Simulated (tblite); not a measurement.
A tight-binding relaxation on `N#C[SiH2][Si@H]([SiH3])[CH2][GeH3]`.

Computed with GFN2-xTB geometry optimisation, gas phase (tblite 0.8.0). Start geometry: from a force field or distance geometry. A driver script takes a list of jobs; this job's settings line and coordinates (Å) are shown.

Command:
```bash
OMP_NUM_THREADS=1 python probes_run.py task.json out
```

Input:
```
{"job": {"kind": "relax", "xc": "GFN2-xTB", "basis": "xTB"}, "charge": 0, "multiplicity": 1}
N     -1.589100     1.157400     2.910400
C     -1.141400     1.469800     1.884700
Si    -0.406500     1.908500     0.298100
Si    -0.449700     0.161400    -1.070400
Si    -1.986100    -1.315600    -0.437700
C      1.262100    -0.593700    -1.114900
Ge     2.117100    -0.524100     0.629600
H     -1.160500     3.052400    -0.264700
H      0.981100     2.318800     0.568400
H     -0.724800     0.651300    -2.416300
H     -3.097800    -1.401500    -1.419900
H     -1.370700    -2.666400    -0.417000
H     -2.484300    -1.035900     0.919800
H      1.168000    -1.615100    -1.514600
H      1.883300     0.061700    -1.790500
H      2.953300    -1.837300     0.765500
H      1.041300    -0.507700     1.736000
H      2.995900     0.722100     0.721500
```

Output:
```
step      E/eV     max force
  0    -539.06719    3.267
  1    -539.04314    8.589
  2    -539.32599    0.709
  3    -539.36758    0.492
  4    -539.46173    0.496
  5    -539.48396    0.495
  6    -539.51764    0.338
  7    -539.53378    0.341
  8    -539.55002    0.261
  9    -539.56059    0.254
... (179 lines left out)
189    -539.67098    0.031
190    -539.67104    0.016
191    -539.67108    0.016
192    -539.67115    0.023
193    -539.67121    0.025
194    -539.67129    0.031
195    -539.67135    0.017
196    -539.67138    0.015
197    -539.67140    0.011
198    -539.67142    0.008
```

«max force» is the largest atomic force in eV/Å.

Question: From which step on does the largest force stay under 0.1 eV/Å, and how much energy is left to gain from there?

Answer: From step 88 (0.081 eV/Å), 12.2 meV above the end.

In short: energy lowered by 13.9 kcal/mol over 198 steps; largest atomic force 0.008 eV/Å at the end.

Question: Give the final coordinates.

Answer: 0.636 Å rms from the input after alignment:
```
atom  x, y, z in Å
N1    -0.8494    1.4647    2.9133
C2    -0.7200    1.7926    1.8223
Si3   -0.5012    2.2276    0.0195
Si4   -0.4600    0.1983   -1.1331
Si5   -1.9625   -1.4251   -0.4052
C6     1.3278   -0.4824   -1.0604
Ge7    1.9417   -0.8974    0.7610
H8    -1.6500    3.0954   -0.2654
H9     0.7029    3.0704    0.0226
H10   -0.6608    0.5320   -2.5672
H11   -3.2544   -1.2572   -1.0757
H12   -1.5054   -2.7895   -0.6883
H13   -2.1895   -1.3177    1.0360
H14    1.3899   -1.3895   -1.6634
H15    2.0216    0.2312   -1.5073
H16    3.3089   -1.5154    0.7371
H17    1.0252   -1.8638    1.4383
H18    2.0265    0.3323    1.6043
```

Question: Estimate the wall time. Hardware: an Arm Neoverse V2 with one thread, no GPU, on a shared host.

Answer: About 1.8 s.
Labels such as C1 count atoms from 1, the log's own numbers from 0.
